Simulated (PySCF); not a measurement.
C5H4F2O. Atoms are numbered in the order given.

```xyz
12

C     -3.1726    -0.0748    -0.8164
C     -2.1838    -0.7643    -0.3072
C     -1.2154    -1.4962     0.1967
O      0.0288    -1.0708     0.5538
C      0.2656     0.2651     0.4946
C      1.4535     0.7231     0.1083
F      1.7644     1.9971     0.1130
F      2.4531    -0.0192    -0.2900
H     -3.9122     0.4283    -0.1810
H     -3.3008     0.0285    -1.9011
H     -1.3360    -2.5656     0.3888
H     -0.5230     0.9569     0.8003
```
Charge 0, spin multiplicity 1.

The structure is a stationary point at PBE0-D3(BJ)/def2-SVP. This is a generated structure with no PubChem entry under its InChIKey; it may be hypothetical. One conformer was computed; it need not be the lowest.

Calculation: PBE0-D3(BJ)/def2-SVP run with PySCF.

Harmonic, unscaled wavenumbers; measured fundamentals usually lie a few per cent lower.

### Question
Give all harmonic wavenumbers and intensities. (Estimate from the structure and the level; the computed values follow.)

### Answer

```json
[
 {"mode": "1", "ν (cm⁻¹)": "29", "IR (km/mol)": "0.2", "moving atoms (share of kinetic energy)": "F 41 %, C 38 %, O 12 %, H 10 %"},
 {"mode": "2", "ν (cm⁻¹)": "101", "IR (km/mol)": "0.1", "moving atoms (share of kinetic energy)": "F 42 %, C 41 %, H 11 %"},
 {"mode": "3", "ν (cm⁻¹)": "135", "IR (km/mol)": "1.7", "moving atoms (share of kinetic energy)": "C 41 %, H 28 %, F 22 %"},
 {"mode": "4", "ν (cm⁻¹)": "207", "IR (km/mol)": "1.0", "moving atoms (share of kinetic energy)": "C 53 %, F 27 %, H 11 %, O 10 %"},
 {"mode": "5", "ν (cm⁻¹)": "288", "IR (km/mol)": "5.4", "moving atoms (share of kinetic energy)": "C 58 %, H 27 %, O 9 %"},
 {"mode": "6", "ν (cm⁻¹)": "298", "IR (km/mol)": "9.5", "moving atoms (share of kinetic energy)": "C 33 %, O 26 %, H 23 %, F 18 %"},
 {"mode": "7", "ν (cm⁻¹)": "377", "IR (km/mol)": "4.1", "moving atoms (share of kinetic energy)": "C 66 %, F 17 %, H 9 %"},
 {"mode": "8", "ν (cm⁻¹)": "499", "IR (km/mol)": "7.4", "moving atoms (share of kinetic energy)": "F 54 %, C 22 %, O 19 %"},
 {"mode": "9", "ν (cm⁻¹)": "589", "IR (km/mol)": "0.9", "moving atoms (share of kinetic energy)": "C 81 %, F 10 %, H 8 %"},
 {"mode": "10", "ν (cm⁻¹)": "611", "IR (km/mol)": "2.4", "moving atoms (share of kinetic energy)": "F 47 %, C 31 %, H 12 %, O 9 %"},
 {"mode": "11", "ν (cm⁻¹)": "632", "IR (km/mol)": "3.3", "moving atoms (share of kinetic energy)": "H 52 %, C 31 %, O 10 %"},
 {"mode": "12", "ν (cm⁻¹)": "723", "IR (km/mol)": "13.9", "moving atoms (share of kinetic energy)": "C 48 %, O 29 %, F 12 %, H 11 %"},
 {"mode": "13", "ν (cm⁻¹)": "810", "IR (km/mol)": "37.5", "moving atoms (share of kinetic energy)": "H 69 %, C 27 %"},
 {"mode": "14", "ν (cm⁻¹)": "889", "IR (km/mol)": "14.8", "moving atoms (share of kinetic energy)": "H 84 %, C 16 %"},
 {"mode": "15", "ν (cm⁻¹)": "924", "IR (km/mol)": "38.5", "moving atoms (share of kinetic energy)": "H 74 %, C 26 %"},
 {"mode": "16", "ν (cm⁻¹)": "974", "IR (km/mol)": "83.9", "moving atoms (share of kinetic energy)": "C 44 %, F 37 %, H 11 %, O 8 %"},
 {"mode": "17", "ν (cm⁻¹)": "1005", "IR (km/mol)": "0.5", "moving atoms (share of kinetic energy)": "H 67 %, C 32 %"},
 {"mode": "18", "ν (cm⁻¹)": "1037", "IR (km/mol)": "8.2", "moving atoms (share of kinetic energy)": "C 64 %, H 17 %, O 10 %, F 9 %"},
 {"mode": "19", "ν (cm⁻¹)": "1145", "IR (km/mol)": "41.3", "moving atoms (share of kinetic energy)": "H 49 %, C 36 %, O 13 %"},
 {"mode": "20", "ν (cm⁻¹)": "1282", "IR (km/mol)": "30.5", "moving atoms (share of kinetic energy)": "H 56 %, C 24 %, O 12 %"},
 {"mode": "21", "ν (cm⁻¹)": "1331", "IR (km/mol)": "589.1", "moving atoms (share of kinetic energy)": "C 43 %, O 32 %, H 20 %"},
 {"mode": "22", "ν (cm⁻¹)": "1370", "IR (km/mol)": "38.3", "moving atoms (share of kinetic energy)": "H 73 %, C 19 %"},
 {"mode": "23", "ν (cm⁻¹)": "1419", "IR (km/mol)": "197.1", "moving atoms (share of kinetic energy)": "C 65 %, F 17 %, H 17 %"},
 {"mode": "24", "ν (cm⁻¹)": "1487", "IR (km/mol)": "91.2", "moving atoms (share of kinetic energy)": "C 50 %, H 47 %"},
 {"mode": "25", "ν (cm⁻¹)": "1879", "IR (km/mol)": "95.8", "moving atoms (share of kinetic energy)": "C 94 %"},
 {"mode": "26", "ν (cm⁻¹)": "2097", "IR (km/mol)": "37.1", "moving atoms (share of kinetic energy)": "C 98 %"},
 {"mode": "27", "ν (cm⁻¹)": "3127", "IR (km/mol)": "8.6", "moving atoms (share of kinetic energy)": "H 95 %"},
 {"mode": "28", "ν (cm⁻¹)": "3215", "IR (km/mol)": "0.5", "moving atoms (share of kinetic energy)": "H 89 %, C 11 %"},
 {"mode": "29", "ν (cm⁻¹)": "3225", "IR (km/mol)": "10.6", "moving atoms (share of kinetic energy)": "H 92 %, C 8 %"},
 {"mode": "30", "ν (cm⁻¹)": "3229", "IR (km/mol)": "10.2", "moving atoms (share of kinetic energy)": "H 91 %, C 9 %"}
]
```
